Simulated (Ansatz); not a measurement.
B₂HO₂, SMILES B(B=O)=[OH+], charge +1.

The structure is a stationary point at ωB97X-D3(BJ)/def2-TZVP. The isomer is the one that the SMILES or the coordinates give; other isomers of the formula were not compared. The values are those of a single conformer.

Two levels are set side by side: PBE/def2-SVPD (Ansatz, a quantum-chemistry and plane-wave program) and PBE0/def2-SVPD (Ansatz). Energy differences of separate SCF runs at the same geometry; the states with an electron removed or added have multiplicity 2 and 2. Differences are taken from unrounded values.

| quantity | PBE0 |
|---|---|
| vertical ionisation energy (eV) | 19.01 |
| vertical electron affinity (eV) | 6.73 |
| vertical singlet–triplet gap (eV) | 4.94 |

Q: What does PBE give, and how far is it from PBE0? (The exact figures need the calculation; the answer reports its results.)

A: 
| quantity | PBE | PBE minus PBE0 |
|---|---|---|
| vertical ionisation energy (eV) | 19.25 | 0.24 |
| vertical electron affinity (eV) | 6.63 | -0.11 |
| vertical singlet–triplet gap (eV) | 5.27 | 0.33 |
